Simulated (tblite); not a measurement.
Species: C6H10P (charge +1).
Atom-mapped SMILES: `[CH3:1][CH:2]1[CH:3]=[CH:4][PH2+:5][CH:6]=[CH:7]1` (hydrogens: H8, H9, H10 on C1; H11 on C2; H12 on C3; H13 on C4; H14, H15 on P5; H16 on C6; H17 on C7)

Level: GFN2-xTB in tblite, geometry and Hessian alike; calculated harmonic values, unscaled, isolated species. This tight-binding method is rough: wavenumbers can miss measured ones by several per cent, in bad cases by 10 to 20. Modes of hydrogen on phosphorus can be 10 to 20 % off.

Harmonic wavenumbers (cm⁻¹): 45.8, 203.7, 219.8, 240.8, 365.3, 387.6, 471.5, 480.4, 611.7, 680.2, 720.9, 728.6, 745.9, 787.0, 804.3, 863.3, 893.9, 920.3, 920.9, 977.6, 1017.4, 1043.3, 1064.3, 1093.4, 1165.2, 1172.3, 1200.3, 1279.4, 1304.7, 1331.1, 1403.9, 1476.4, 1480.2, 1614.3, 1640.1, 2370.6, 2384.6, 2902.7, 3042.8, 3044.3, 3049.6, 3058.3, 3059.2, 3062.8, 3065.0.

A = 3871, B = 1852, C = 1399 MHz; mass 113.052 u (most abundant isotopes); point group Cs, symmetry number 1.

Problem. What is the zero-point energy?

Solution. Half the sum of the wavenumbers: 30198 cm⁻¹ = 361.25 kJ/mol.

Problem. Entropy at 400 K, 1 bar (ideal gas, RRHO, classical rotation)?

Solution. Translation 173.93, rotation 120.24, vibration 108.81: S = 403.0 J/(mol K).

Problem. And Cp and H(400 K) − H(0)?

Solution. Cp = 173.49 J/(mol K), of which vibrations give 140.24 (their classical limit is 45 R = 374.2); H(400 K) − H(0) = 38.16 kJ/mol without the zero-point energy, 24.86 from vibrations.

Problem. How do the functions run with temperature in this model?

Solution. 
```json
{"T (K)": "100", "S (J/(mol K))": "265.2", "Cp (J/(mol K))": "56.0", "H − H(0) (kJ/mol)": "4.31", "G − H(0) (kJ/mol)": "-22.20", "ln q(vib)": "0.87"}
{"T (K)": "200", "S (J/(mol K))": "314.2", "Cp (J/(mol K))": "91.0", "H − H(0) (kJ/mol)": "11.59", "G − H(0) (kJ/mol)": "-51.26", "ln q(vib)": "2.22"}
{"T (K)": "300", "S (J/(mol K))": "359.0", "Cp (J/(mol K))": "133.2", "H − H(0) (kJ/mol)": "22.78", "G − H(0) (kJ/mol)": "-84.92", "ln q(vib)": "3.82"}
{"T (K)": "500", "S (J/(mol K))": "445.4", "Cp (J/(mol K))": "207.2", "H − H(0) (kJ/mol)": "57.25", "G − H(0) (kJ/mol)": "-165.47", "ln q(vib)": "7.53"}
{"T (K)": "800", "S (J/(mol K))": "559.2", "Cp (J/(mol K))": "276.0", "H − H(0) (kJ/mol)": "130.70", "G − H(0) (kJ/mol)": "-316.70", "ln q(vib)": "13.46"}
{"T (K)": "1000", "S (J/(mol K))": "624.2", "Cp (J/(mol K))": "305.4", "H − H(0) (kJ/mol)": "188.99", "G − H(0) (kJ/mol)": "-435.17", "ln q(vib)": "17.29"}
```

q(vib) and H(0) count from the zero-point level.

Problem. Blend soft modes into free rotors: weight 1/[1 + (100 cm⁻¹/ν̃)⁴] for the oscillator and the rest for a rotor with moment μB/(μ + B), μ = h/(8π²ν), B = 10⁻⁴⁴ kg m². What vibrational entropy results?

Solution. 102.14 J/(mol K) in place of 108.81, which changes −T·S at 400 K by +2.67 kJ/mol.

Problem. Which modes carry the vibrational entropy at 400 K?

Solution. 45.8 cm⁻¹: 23.32; 203.7 cm⁻¹: 11.08; 219.8 cm⁻¹: 10.48; 240.8 cm⁻¹: 9.76; 365.3 cm⁻¹: 6.62; 387.6 cm⁻¹: 6.19 J/(mol K); the other 39 give 41.35 together.

Problem. What must be added to the electronic energy to get the Gibbs energy at 400 K and 1 bar?

Solution. ZPE + [H(400 K) − H(0)] − T·S = 361.25 + 38.16 − 161.19 = 238.22 kJ/mol.

Hindered rotation and anharmonicity are outside this model.

Run on an Arm Neoverse V2 with one thread, no GPU (shared host). The figure is for the frequency step alone.
